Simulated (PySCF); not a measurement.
C6H6O. Atoms are numbered in the order given.

```xyz
13

C      2.6008    -0.2378     0.8220
C      1.5888     0.0745     0.2359
C      0.3668     0.4860    -0.4590
C     -0.7129     1.0911     0.4943
C     -1.7709     0.0134     0.4689
C     -1.4265    -0.9009    -0.4426
O     -0.2497    -0.6684    -1.0888
H      3.4974    -0.5248     1.3384
H      0.6336     1.1829    -1.2690
H     -1.0898     2.0560     0.1126
H     -0.2975     1.2754     1.4970
H     -2.6755     0.0049     1.0738
H     -1.9471    -1.8051    -0.7598
```
Charge 0, spin multiplicity 1.

Geometry: B3LYP-D3(BJ)/def2-SVP. The structure was generated by enumeration; whether it is a known compound was not checked. One conformer was computed; it need not be the lowest.

All values below come from PySCF with PBE/pcSseg-1.

GIAO shieldings, no solvent; atoms listed in one row are averaged. δ = σ(ref) − σ: ¹³C against TMS (σ = 182.0 ppm); ¹⁷O against H2O (σ = 334.3 ppm); ¹H against TMS (σ = 31.49 ppm), references at their B3LYP-D3(BJ)/def2-TZVP geometries, non-relativistic.

Computed chemical shifts:
```csv
nucleus,atoms,count,δ (ppm)
¹³C,C6,1,153.3
¹³C,C5,1,101.8
¹³C,C2,1,88.8
¹³C,C1,1,78.6
¹³C,C3,1,77.6
¹³C,C4,1,46.2
¹⁷O,O7,1,174.6
¹H,H13,1,6.43
¹H,H9,1,5.54
¹H,H12,1,5.06
¹H,H10,1,3.49
¹H,H11,1,3.15
¹H,H8,1,2.47
```
